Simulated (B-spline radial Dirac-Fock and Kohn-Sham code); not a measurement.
# Lu⁶⁰⁺: scattering cross sections and density moments

System: the Lu⁶⁰⁺ ion, configuration 1s2 2s2 2p6 3s1.

Calculated with a radial atomic solver, using configuration-average Dirac-Fock orbitals.

```
Sum of ⟨r⟩                          : 0.8171 bohr
Sum of ⟨r²⟩                         : 0.09539 bohr²
Sum of ⟨1/r⟩                        : 322.28 per bohr
Langevin diamagnetic susceptibility : -0.0755 × 10⁻⁶ cm³/mol
Lamb shielding (α²/3)Σ⟨1/r⟩         : 5721 ppm
```

Coherent scattering is the Thomson cross section weighted by f₀², without anomalous dispersion; incoherent scattering is Klein-Nishina weighted by S. The Lamb formula is the non-relativistic shielding expression. Electron correlation is left out. A dash stands where the photon energy is too low for the impulse approximation behind that column.

```
hν (keV)  coherent (b)  incoherent (b)  incoherent per electron (b)
       1         80.46               –                            –
       2         80.36               –                            –
  8.0478         78.39               –                            –
      10         77.30               –                            –
      20         69.29               –                            –
      50         41.89           1.845                        0.168
     100         18.23           2.960                        0.269
     500         1.261           2.899                        0.264
```

Incoherent scattering overtakes coherent scattering between 100 and 500 keV.
